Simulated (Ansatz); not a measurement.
C₃H₆NO, SMILES CC(=O)[N]C, multiplicity 2.

Geometry: B3LYP-D3(BJ)/def2-SVP. The isomer is the one that the SMILES or the coordinates give; other isomers of the formula were not compared.

Two levels are set side by side: PBE/def2-TZVPD (Ansatz, a first-principles code) and CAM-B3LYP/def2-TZVPD (Ansatz). Energy differences of separate SCF runs at the same geometry; the states with an electron removed or added have multiplicity 3 and 1. Differences are taken from unrounded values.

```
quantity                         CAM-B3LYP
-------------------------------  ---------
vertical ionisation energy (eV)       9.92
vertical electron affinity (eV)       1.76
```

Task: What does PBE give, and how far is it from CAM-B3LYP? (Estimate from the structure and the level; the computed values follow.)

Result: 
```json
[
 {"quantity": "vertical ionisation energy (eV)", "PBE": "9.40", "PBE minus CAM-B3LYP": "-0.52"},
 {"quantity": "vertical electron affinity (eV)", "PBE": "1.73", "PBE minus CAM-B3LYP": "-0.03"}
]
```
